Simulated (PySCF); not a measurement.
pyrazine-2-carbonitrile (C5H3N3), SMILES N#Cc1cnccn1.

Coordinates come from a PBE0-D3(BJ)/def2-SVP optimisation.

Method: B3LYP/def2-TZVP (PySCF).

Symmetry labels are those of the subgroup Cs that the program uses (full group Cs).

Task: List the valence orbital energies around the gap with their symmetry. (An estimate is asked for; the answer gives what the named calculation found.)

Result: 
```csv
orbital,symmetry,energy (eV)
HOMO−7,A',-11.96
HOMO−6,A",-10.69
HOMO−5,A',-10.54
HOMO−4,A',-9.97
HOMO−3,A",-9.87
HOMO−2,A',-9.43
HOMO−1,A",-8.31
HOMO,A',-7.86
LUMO,A",-2.74
LUMO+1,A",-2.12
LUMO+2,A',0.13
LUMO+3,A',0.94
```
